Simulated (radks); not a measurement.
Results of a calculation; reference values are marked as such.
Problem. All-electron atom: Sc2+ in [Ar] 3d1. Level of theory: scalar-relativistic Kohn-Sham, r2SCAN, spin-polarised, spherical densities, finite nucleus; open shells are filled with parallel spins first; meta-GGA in the generalised Kohn-Sham scheme; Fermi nuclear charge, rms radius 3.5459 fm (a radial shooting solver on a logarithmic mesh with Libxc functionals). Some entries of the table are withheld. Estimate them.

orbital,occ.,eigenvalue (eV),r(max) (bohr),<r^2> (bohr^2)
1s down,1,-4431.895,0.04781,0.007180
1s up,1,-4431.877,0.04781,0.007180
2s up,1,-496.8244,0.2832,0.1388
2s down,1,-496.5074,0.2831,0.1387
2p up,3,-408.3185,0.2324,0.1167
2p down,3,-408.0745,0.2324,0.1165
3s up,1,-72.7841,0.9267,1.331
3s down,1,-71.6214,0.9264,1.332
3p up,3,-50.3707,0.9694,(1)
3p down,3,-49.1814,0.9692,(2)
3d up,1,-17.8861,(3),3.058
3d down,0,-16.4292,(4),2.975

Solution. 
(1) 3p up <r^2> (bohr^2): 1.589
(2) 3p down <r^2> (bohr^2): 1.585
(3) 3d up r(max) (bohr): 1.081
(4) 3d down r(max) (bohr): 1.075
